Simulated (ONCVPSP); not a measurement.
**Which change was made? (Pr, ONCV)**

ONCVPSP 4.0.1 input, shortened (lines: element, Z, core and valence counts, functional; n l f; lmax; l rc ep ncon nbas qcut; lloc lpopt rc5 dvloc0; l nproj debl; icmod fcfact rcfact), LDA (Perdew-Wang 92), scalar-relativistic:

```
  Pr 59.00    9    4  -001012      upf
    1    0    2.00
    2    0    2.00
    2    1    6.00
    3    0    2.00
    3    1    6.00
    3    2   10.00
    4    0    2.00
    4    1    6.00
    4    2   10.00
    4    3    3.00
    5    0    2.00
    5    1    6.00
    6    0    2.00
    3
    0    2.15    0.00    4    8    4.80
    1    2.00    0.00    3    6    3.40
    2    2.30    0.14    3    7    4.40
    3    0.90    0.00    5    8   14.00
    4    2    0.80    0.00
    0    2    3.90
    1    2    2.90
    2    2    3.20
    3    3    3.20
    0    0.00    0.00
```

In the d channel the program set the typed energies aside and used 0.050, 3.250 Ha.

Cutoffs, loose and tight: the cutoffs (Ha) at which the residual kinetic energy of the hardest occupied pseudo-wave falls to 1 and 0.1 mHa per electron. They do not see the model core or the augmentation charge, which bear on the density cutoff. Test errors are all-electron minus pseudo excitation energies from the reference, over the configurations 4f3 5s2 5p6 6s1; 4f3 5s2 5p6 6s0; 4f2 5s2 5p6 6s0; 4f3 5s2 5p6 6s1.5; variants that change the core or the reference have their own tests.

The base gives: outcome: generated, projector energies reset by the program; cutoff, loose: 296 Ha; cutoff, tight: 383 Ha; bound ghosts: s; GHOST(+) flags above zero: p, d, f; largest test error (meV): tests left out (the all-electron energies of this program are off by 10 to 40 meV for near-neutral 4f atoms).

Question: After one change the result is: outcome: generated, projector energies reset by the program; cutoff, loose: 296 Ha; cutoff, tight: 383 Ha; bound ghosts: s, p; GHOST(+) flags above zero: s, d, f; largest test error (meV): tests left out (the all-electron energies of this program are off by 10 to 40 meV for near-neutral 4f atoms). Which change was it?
A. all radii scaled by about 1.17 (s 2.52, p 2.34, d 2.70, f 1.06 bohr); local potential polynomial inside 0.94 bohr (lpopt 2, dvloc0 0 Ha)
B. reference 4f2 5s2 5p6; wave 5s+6s: rc 2.15 bohr, ncon 4, nbas 8, qcut 4.8 1/bohr, 2 projectors becomes 5s: rc 2.15 bohr, ncon 4, nbas 8, qcut 4.8 1/bohr, 2 projectors, debl 3.9 Ha
C. f: rc 0.82
D. local potential polynomial inside 0.60 bohr (lpopt 4, dvloc0 -1 Ha)

Answer: D. The others give: f: rc 0.82 → outcome: generated, projector energies reset by the program; cutoff, loose: 365 Ha; cutoff, tight: 520 Ha; bound ghosts: s; GHOST(+) flags above zero: p, d, f; largest test error (meV): tests left out (the all-electron energies of this program are off by 10 to 40 meV for near-neutral 4f atoms) | reference 4f2 5s2 5p6; wave 5s+6s: rc 2.15 bohr, ncon 4, nbas 8, qcut 4.8 1/bohr, 2 projectors becomes 5s: rc 2.15 bohr, ncon 4, nbas 8, qcut 4.8 1/bohr, 2 projectors, debl 3.9 Ha → outcome: failed: ERROR pspot: first pseudo wave function has node, program will stop | all radii scaled by about 1.17 (s 2.52, p 2.34, d 2.70, f 1.06 bohr); local potential polynomial inside 0.94 bohr (lpopt 2, dvloc0 0 Ha) → outcome: generated, projector energies reset by the program; cutoff, loose: 140 Ha; cutoff, tight: 243 Ha; bound ghosts: s; GHOST(+) flags above zero: p; largest test error (meV): tests left out (the all-electron energies of this program are off by 10 to 40 meV for near-neutral 4f atoms).
